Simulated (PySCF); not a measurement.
Vertical excitations of a molecule CH8N2OSi from TDDFT-PBE/def2-SVPD (PySCF), as energy in eV (oscillator strength): 5.42 (0.022), 5.63 (0.056), 6.56 (0.007), 6.72 (0.018), 6.75 (0.007), 6.84 (0.035), 6.90 (0.021), 6.93 (0.005), 7.12 (0.013), 7.41 (0.035). Lowest triplet (TDA): 5.26 eV. Geometry: PBE-D3(BJ)/def2-SVP. Other conformers were not sampled.

Which structure fits?
(A) NC[Si@@H](N)O
(B) CO[SiH](N)N
(C) CN[Si@@H](N)O
(D) C[Si](N)(N)O

D, C[Si](N)(N)O
